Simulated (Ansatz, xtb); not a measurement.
Two isomers of C4H11BSi

Structure X is `BC[Si@@H](C)C=C`, a singlet and structure Y is `B[Si@@H](C)CC=C`, a singlet. Both are isolated molecules in the gas phase, relaxed with B3LYP/def2-SVP, each in the lowest conformer that the search found.

Which of the two would you expect CCSD(T)/def2-SVP + ΔMP2/def2-TZVPP electronic energies to favour?

Structure X; the calculation gives E(Y) − E(X) = +20.0 kcal/mol.

Level by level:

```csv
level,geometry,E(Y) − E(X) (kcal/mol),departure from the last row (kcal/mol),"job, with rough time for the two"
B3LYP/def2-SVP,B3LYP/def2-SVP,+18.3,−1.6,"optimisation, 1.9 min"
HF/def2-SVP,B3LYP/def2-SVP,+18.5,−1.4,part of the CCSD(T) run
MP2/def2-SVP,B3LYP/def2-SVP,+19.6,−0.4,part of the CCSD(T) run
CCSD(T)/def2-SVP,B3LYP/def2-SVP,+17.9,−2.1,single point
CCSD(T)/def2-SVP + ΔMP2/def2-TZVPP,B3LYP/def2-SVP,+20.0,,"single point, 43 s"
```

As drawn, Y has 1 B–Si, 1 C–C in place of 1 C–B, 1 C–Si.

None of the levels shown reverses the order. The largest departure from CCSD(T)/def2-SVP + ΔMP2/def2-TZVPP is that of CCSD(T)/def2-SVP, 2.1 kcal/mol. Levels run at GFN2-xTB geometries aren't shown. The last row adds to CCSD(T) the change of the MP2 difference between the two basis sets, here +2.1 kcal/mol.

With thermal terms from frequencies at re-optimised GFN2-xTB minima (ideal gas, soft modes damped towards free rotors, one conformer each, 298.15 K, 1 atm): on the last row, ΔE + ΔZPE = +20.1, ΔH = +20.1, ΔG = +19.9 kcal/mol.

The correlated steps freeze 10 core orbitals. Programs: Ansatz 0.2.0, xtb 6.7.1; the last row on 2 threads of Intel(R) Xeon(R) 6975P-C (Granite Rapids) on a shared host.
